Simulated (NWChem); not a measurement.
Molecule: C3H4BNO; SMILES B1(C=NC=C1)O

```xyz
10

O     -0.0011    -2.1415     0.0000
B      0.0186    -0.7906     0.0000
C      1.2614     0.1547     0.0000
C      0.7284     1.3874     0.0000
N     -0.7405     1.4699     0.0000
C     -1.2039     0.2696     0.0000
H     -0.8994    -2.5057     0.0000
H      2.3262    -0.0459     0.0000
H      1.2454     2.3432     0.0000
H     -2.2884     0.1346     0.0000
```
Atoms are numbered in this order, from 1.

Program: NWChem. Medium grid unless said otherwise, to which SCAN and Minnesota functionals are sensitive. The geometry was optimised at B3LYP/6-31G* (spherical d). Hybrids' shares of exact exchange are those that their runs print; pure functionals count as 0. The functionals differ in more than this share.

```
row                    share of exact exchange  orbital gap (eV)
---------------------  -----------------------  ----------------
PBE/def2-SVP                              0.00              2.08
TPSSh/def2-SVP                            0.10              3.33
B3LYP/def2-SVP                            0.20              4.14
M06-2X/def2-SVP                           0.54          withheld
Hartree-Fock/def2-SVP                     1.00             10.61
```

Q: Fit a straight line of the last column on the one before it, predict the withheld value, and compare with the run.

A: 
1. Means of the 4 shown rows: x = 0.325, y = 5.040. Slope Σ(x − x̄)(y − ȳ)/Σ(x − x̄)² = 5.219/0.6275 = 8.317; intercept 2.337.
2. The shown rows scatter about the line by 0.168 (root mean square); the largest residual is -0.26, at PBE/def2-SVP.
3. At x = 0.54 (M06-2X/def2-SVP; inside the shown range) the line gives 6.83.
4. The run gives 6.73, -0.10 from the line, 0.6 times the scatter.
